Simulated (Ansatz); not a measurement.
Start from `CB(O[SiH3])O[SiH3]` and change one atom or group to get `COB(C)O[SiH3]`.

Ansatz, PBE0-D4/def2-TZVP geometries, multiplicity 1. Each molecule was computed in one conformer, which needn't be the lowest.

```tsv
property	`CB(O[SiH3])O[SiH3]`
HOMO energy (PBE0/def2-TZVPP) / eV	-8.71
HOMO energy (ωB97M-V/def2-TZVPP) / eV	-11.03
LUMO energy (ωB97M-V/def2-TZVPP) / eV	1.43
LUMO energy (PBE0/def2-TZVPP) / eV	-0.13
HOMO–LUMO gap (PBE0/def2-TZVPP) / eV	8.59
HOMO energy (PBE/def2-TZVPP) / eV	-7.23
```

**Question.** What does the change do to each property? (Estimate.)

**Answer.** Ansatz gave: 
| property | `COB(C)O[SiH3]` | shift |
| --- | --- | --- |
| HOMO energy (PBE0/def2-TZVPP) / eV | -8.48 | 0.23 |
| HOMO energy (ωB97M-V/def2-TZVPP) / eV | -10.85 | 0.18 |
| LUMO energy (ωB97M-V/def2-TZVPP) / eV | 1.76 | 0.33 |
| LUMO energy (PBE0/def2-TZVPP) / eV | 0.22 | 0.35 |
| HOMO–LUMO gap (PBE0/def2-TZVPP) / eV | 8.70 | 0.11 |
| HOMO energy (PBE/def2-TZVPP) / eV | -6.99 | 0.24 |

With PBE0 the HOMO rises by 0.23 eV and the LUMO rises by 0.35 eV, so the gap widens by about 0.12 eV. PBE moves the HOMO by 0.24 eV and ωB97M-V by 0.18 eV.
